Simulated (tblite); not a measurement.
C6H4Cl2O2.
Atom-mapped SMILES: `[CH3:1][c:2]1[o:3][c:4]([C:5](=[O:6])[Cl:7])[cH:8][c:9]1[Cl:10]` (hydrogens: H11, H12, H13 on C1; H14 on C8)

Structure optimised with GFN2-xTB, isolated species.

Task: Give the optimised bond lengths and angles.

Result: 
```tsv
bond	length (Å)
C1–C2	1.481
C2–O3	1.333
O3–C4	1.353
C4–C5	1.441
C5=O6	1.192
C5–Cl7	1.768
C4–C8	1.382
C8–C9	1.405
C9–Cl10	1.708
C2–C9	1.383
C1–H11, C1–H12, C1–H13	1.088
C8–H14	1.070
```

Bonds in one row agree within 0.01 Å and their mean is given. A selection of angles:
```tsv
angle	degrees
C1–C2–O3	119.9
C1–C2–C9	130.7
O3–C2–C9	109.4
C2–O3–C4	108.3
O3–C4–C5	121.4
O3–C4–C8	109.9
C5–C4–C8	128.7
C4–C5–O6	127.3
C4–C5–Cl7	111.9
O6–C5–Cl7	120.8
C4–C8–C9	105.4
C8–C9–Cl10	127.1
C2–C9–C8	107.0
C2–C9–Cl10	125.8
```

Dihedral angles: O3–C4–C5–O6 180° (antiperiplanar). The mirror-image conformer, all signs reversed, is as good.

The C–O distances run from 1.192 Å (C5=O6, drawn double) to 1.353 Å (O3–C4, aromatic), a spread of 0.161 Å. The 5-membered ring C2–O3–C4–C8–C9 has internal angles of 105.4° to 109.9° (sum 540°, against 540° for a flat polygon); it is planar, 0.00 Å rms from its mean plane, widest ring torsion 0°. The 2 C–Cl bonds span 1.708 Å (C9–Cl10, drawn single) to 1.768 Å (C5–Cl7, drawn single), a spread of 0.060 Å. The 10 heavy atoms lie in one plane (0.002 Å rms). The 5 C–C bonds span 1.382 Å (C4–C8, aromatic) to 1.481 Å (C1–C2, drawn single), a spread of 0.099 Å.

GFN2-xTB frequencies show an imaginary mode (26i cm⁻¹), so the point is no minimum at that level. 3 starts were optimised and ended at 0.00, 0.01 and 0.45 kcal/mol (GFN2-xTB); the lowest of these is shown.

All values are computed, not measured.
